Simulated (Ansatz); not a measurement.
Ansatz (a quantum-chemistry and plane-wave program) job for K(Cl) cation (ClK), SMILES [K][Cl] (connectivity only; charge and spin as stated), charge +1, multiplicity 2, B3LYP-D3(BJ)/def2-TZVPD. 

Ansatz 0.2 input:
```yaml
crystal:
  periodic: [false, false, false]
  atoms:
    - {symbol: K, position_ang: [0.00000000, 0.00000000, -1.52945849]}
    - {symbol: Cl, position_ang: [0.00000000, 0.00000000, 1.70939478]}
basis:
  gaussian:
    orbitals: def2-TZVPD
hamiltonian:
  xc: b3lyp
  dispersion: d3bj
total_charge: 1
magnetization: {spin_polarized: true, initial_magnetization: 1}
relax: {f_tol: 0.002, max_steps: 200}
```

It prints:

```
WARN ansatz: RAYON_NUM_THREADS=1 ignored (pool sized by the plan → 1); use --threads N
Functional definition: B3LYP
integrals: 0.02 GiB planned
664 factors; their error is unknown
mean field: 0.29 GiB planned
mean field evaluation 1: about -28839.5448 eV, gradient 2.5e1 eV
mean field evaluation 2: about -28840.6082 eV, gradient 2.1e1 eV
mean field evaluation 4: about -28842.2041 eV, gradient 3.1e-1 eV
mean field evaluation 8: about -28842.2930 eV, gradient 5.3e-3 eV
mean field evaluation 16: about -28842.2930 eV, gradient 2.7e-5 eV
mean field -28842.29304732 eV, -1059.9347194806 hartree, gradient 3.5e-6 eV, S^2 0.753260; 1 other end points of the search recorded, 0 dependent functions left out
the calculation of the forces begins
reference -28842.29328992 eV, -1059.9347283961 hartree; 18, 17 occupied and 64, 65 virtual orbitals, 664 factors
relax step   1: F+E_penalty+E_count = -28842.34311596 eV  Δ(F+E_penalty+E_count) = +0.000e0 eV  max|allowed force component| = 4.837e-2 eV/Å  Δτ_max = 0.0000 Å  (53 SCF iters, accepted)
these checks for a lower state are left out or cut short: starts, cluster_reference, orbital_swaps, neighbouring_geometries, increment
integrals: 0.02 GiB planned
664 factors; their error is unknown
mean field: 0.29 GiB planned
mean field evaluation 32: about -28842.2934 eV, gradient 3.5e-6 eV
mean field -28842.29336534 eV, -1059.9347311676 hartree, gradient 3.5e-6 eV, S^2 0.753261; 0 other end points of the search recorded, 0 dependent functions left out
the calculation of the forces begins
reference -28842.29360799 eV, -1059.9347400848 hartree; 18, 17 occupied and 64, 65 virtual orbitals, 664 factors
relax step   2: F+E_penalty+E_count = -28842.34343974 eV  Δ(F+E_penalty+E_count) = -3.238e-4 eV  max|allowed force component| = 4.318e-2 eV/Å  Δτ_max = 0.0035 Å  (34 SCF iters, accepted)
these checks for a lower state are left out or cut short: starts, cluster_reference, orbital_swaps, neighbouring_geometries, increment
integrals: 0.02 GiB planned
664 factors; their error is unknown
mean field: 0.29 GiB planned
mean field -28842.29457636 eV, -1059.9347756717 hartree, gradient 1.3e-5 eV, S^2 0.753264; 0 other end points of the search recorded, 0 dependent functions left out
the calculation of the forces begins
reference -28842.29481943 eV, -1059.9347846045 hartree; 18, 17 occupied and 64, 65 virtual orbitals, 664 factors
relax step   3: F+E_penalty+E_count = -28842.34487372 eV  Δ(F+E_penalty+E_count) = -1.434e-3 eV  max|allowed force component| = 7.783e-3 eV/Å  Δτ_max = 0.0295 Å  (42 SCF iters, accepted)
these checks for a lower state are left out or cut short: starts, cluster_reference, orbital_swaps, neighbouring_geometries, increment
integrals: 0.02 GiB planned
664 factors; their error is unknown
mean field: 0.29 GiB planned
mean field -28842.29452404 eV, -1059.9347737491 hartree, gradient 9.3e-6 eV, S^2 0.753265; 0 other end points of the search recorded, 0 dependent functions left out
the calculation of the forces begins
reference -28842.29476722 eV, -1059.9347826859 hartree; 18, 17 occupied and 64, 65 virtual orbitals, 664 factors
relax step   4: F+E_penalty+E_count = -28842.34493782 eV  Δ(F+E_penalty+E_count) = -6.410e-5 eV  max|allowed force component| = 1.179e-3 eV/Å  Δτ_max = 0.0073 Å  (34 SCF iters, accepted)
integrals: 0.02 GiB planned
664 factors; their error is unknown
mean field: 0.29 GiB planned
mean field evaluation 64: about -28842.2945 eV, gradient 4.7e-4 eV
mean field -28842.29452404 eV, -1059.9347737491 hartree, gradient 9.3e-6 eV, S^2 0.753265; 2 other end points of the search recorded, 0 dependent functions left out
the calculation of the forces begins
reference -28842.29476722 eV, -1059.9347826859 hartree; 18, 17 occupied and 64, 65 virtual orbitals, 664 factors
Total energy: -28842.34518100 eV, -1059.9366353581 hartree
Atom 0 at     0.000000     0.000000    -1.569728 Å, force     0.000000     0.000000    -0.001179 eV/Å
Atom 1 at    -0.000000    -0.000000     1.749665 Å, force    -0.000000     0.000000     0.001179 eV/Å
Dipole moment:     0.000000    -0.000000    -1.343543 e Å
```

Self-consistency was reached.
